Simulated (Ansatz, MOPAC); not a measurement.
Species: SiH₂Cl, net charge -1, singlet state. SMILES: [SiH2-]Cl

Atoms: Si1, Cl2, H3, H4. Bonds: Si1-Cl2, Si1-H3, Si1-H4.

Bond lengths (Å) and angles (degrees) optimised at PM3 with MOPAC; PM7 with MOPAC; HF/STO-3G with Ansatz (a quantum-chemistry and plane-wave program); HF/3-21G with Ansatz; HF/6-31G* with Ansatz; MP2/6-31G* with Ansatz, each started from the B3LYP-D3(BJ)/def2-TZVP structure (Ansatz) of the last column. A row stands for all coordinates that are equal there. 6-31G* holds six Cartesian d functions. No wavenumbers were computed at HF/STO-3G, MP2/6-31G*, so these may be saddle points.

```csv
coordinate,PM3,PM7,HF/STO-3G,HF/3-21G,HF/6-31G*,MP2/6-31G*,B3LYP-D3(BJ)/def2-TZVP
Si1-Cl2,2.197,2.085,2.265,2.460,2.285,2.250,2.279
Si1-H3,1.524,1.434,1.465,1.545,1.526,1.536,1.540
Cl2-Si1-H3,97.3,118.7,92.4,93.4,94.9,95.3,95.0
H3-Si1-H4,95.2,122.6,92.0,93.9,94.0,93.6,92.3
```

Mean signed difference of all 3 bond lengths from B3LYP-D3(BJ)/def2-TZVP: PM3 -0.038 Å, PM7 -0.136 Å, HF/STO-3G -0.055 Å, HF/3-21G 0.063 Å, HF/6-31G* -0.007 Å, MP2/6-31G* -0.012 Å.
